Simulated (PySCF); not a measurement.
Gas-phase reaction: Ga₂O + N₂ + GaH₃.NH₃ = 3 GaNH₂ + O

Method: PySCF energies (xtb for GFN2) plus ideal-gas RRHO corrections (1 bar). † marks an energy on the PBE0/def2-TZVP geometry and frequencies; other levels use their own. MP2 freezes the core. 6-31G* has spherical d functions here. Open shells (unrestricted): O (multiplicity 3, electronic degeneracy 9); the rest are closed-shell singlets. GFN2 has no spin-polarisation term. Spin-orbit splitting is ignored; it lowers the true energy and changes the entropy of O. Ga: all electrons, no relativistic terms. Adducts (GaH₃.NH₃) have no counterpoise correction, and HF, PBE, BLYP, B3LYP and PBE0 lack dispersion. GaH₃.NH₃, GaNH₂: computed as isolated molecules; such fragments, hydroxides, amides, oligomers or adducts are transient or little studied in the gas. MP2 isn't extrapolated to the basis-set limit; its ΔH°(298 K) is 697.5 kJ in def2-SVP and 666.1 kJ in def2-TZVPP. The harmonic model lacks anharmonicity and excited electronic states, which grow with temperature; levels with a mode under 35 cm⁻¹ are left out. Soft modes under 120 cm⁻¹ make the harmonic entropy rough for Ga₂O, GaH₃.NH₃.

```
level               ΔE electronic, kJ  ΔH°(298 K), kJ  ΔS°(298 K), J/K  ΔG°(1200 K), kJ
------------------  -----------------  --------------  ---------------  ---------------
GFN2-xTB                          785             797              162              606
HF/6-31G*                         458             469              145              296
M06-2X/def2-TZVP†                 597             606              154              423
MP2/def2-SVP†                     689             697              154              514
PBE/def2-TZVP†                    606             615              154              432
PBE0/def2-QZVP†                   564             573              154              390
r2SCAN/def2-TZVP†                 606             615              154              432
LDA/def2-TZVP†                    674             683              154              500
ωB97M-V/def2-TZVP†                609             618              154              435
ωB97X-V/def2-TZVP†                623             632              154              448
```
ΔH° is lowest at HF/6-31G* and highest at GFN2-xTB. No reference value is set beside these.
